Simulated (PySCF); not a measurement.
Vertical excitations of a molecule C₂H₄F₂Si from PySCF with TDA-PBE/def2-SVPD, as energy in eV (oscillator strength): 5.67 (0.000), 6.69 (0.005), 6.82 (0.007), 6.88 (0.145), 7.10 (0.088), 7.39 (0.002), 7.43 (0.223), 7.50 (0.002), 7.60 (0.024), 8.11 (0.006). Lowest triplet (TDA): 4.23 eV. Geometry: B3LYP-D3(BJ)/def2-SVP. Other conformers were not sampled.

Q: Which molecule gave these data?
A) C=C[SiH](F)F
B) C=C(F)[SiH2]F
C) FC(F)=C[SiH3]
D) F/C=C(/F)[SiH3]

A: B, C=C(F)[SiH2]F
